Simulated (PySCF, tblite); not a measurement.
Isomers of C4H7N3O2Si, one GFN2-xTB conformer each. Single-point energies are computed at PBE0/pcSseg-1 (PySCF, gas phase, no added dispersion term), electronic only.

```tsv
SMILES	GFN2-xTB relative energy (kJ/mol)
C=Cc1nc(O[SiH2]N)no1	148.8
COc1ncnnc1O[SiH3]	121.7
Cc1ncnnc1O[SiH2]O	0.0
```

Conformers: `[CH2:1]=[CH:2][c:3]1[n:4][c:5]([O:6][SiH2:7][NH2:8])[n:9][o:10]1` with C1–C2–C3–N4 0°, N4–C5–O6–Si7 -179°, C5–O6–Si7–N8 -45°, O6–Si7–N8–H 180° and 41°; `[CH3:1][O:2][c:3]1[n:4][cH:5][n:6][n:7][c:8]1[O:9][SiH3:10]` with C1–O2–C3–N4 0°, N7–C8–O9–Si10 0°; `[CH3:1][c:2]1[n:3][cH:4][n:5][n:6][c:7]1[O:8][SiH2:9][OH:10]` with N6–C7–O8–Si9 3°, C7–O8–Si9–O10 24°, O8–Si9–O10–H -31°.

Task: What does PBE0/pcSseg-1 give for the same structures?

Result: 
```
              SMILES  PBE0/pcSseg-1 E (Eh)  PBE0/pcSseg-1 (kJ/mol)  GFN2-xTB (kJ/mol)  point group
   Cc1ncnnc1O[SiH2]O            -760.17149                     0.0                0.0           C1
C=Cc1nc(O[SiH2]N)no1            -760.12484                   122.5              148.8           C1
   COc1ncnnc1O[SiH3]            -760.10528                   173.8              121.7           Cs
```

Both levels put the same isomer lowest; measured from each level's own lowest isomer, the values differ by up to 52.1 kJ/mol (COc1ncnnc1O[SiH3]: 121.7 against 173.8). As drawn, the lowest has an O–H bond, which the highest lacks.

Task: Which frontier levels, dipoles and rotational constants go with these structures?

Result: 
| SMILES | HOMO (eV, PBE0/pcSseg-1) | LUMO (eV) | dipole (D) | A, B, C (MHz) |
| --- | --- | --- | --- | --- |
| Cc1ncnnc1O[SiH2]O | -7.13 | -2.03 | 2.57 | 2166, 868.6, 634.8 |
| C=Cc1nc(O[SiH2]N)no1 | -7.44 | -1.81 | 1.12 | 3970, 568.9, 513.0 |
| COc1ncnnc1O[SiH3] | -7.06 | -1.53 | 2.78 | 1832, 905.4, 612.6 |

Task: What happens when harmonic zero-point energies from GFN2-xTB frequencies are added?

Result: 
| SMILES | ZPE (kJ/mol) | electronic (kJ/mol) | with ZPE (kJ/mol) |
| --- | --- | --- | --- |
| Cc1ncnnc1O[SiH2]O | 298.3 | 0.0 | 0.0 |
| C=Cc1nc(O[SiH2]N)no1 | 299.5 | 122.5 | 123.6 |
| COc1ncnnc1O[SiH3] | 294.4 | 173.8 | 169.9 |

The zero-point energies span 5.1 kJ/mol. The order is unchanged.
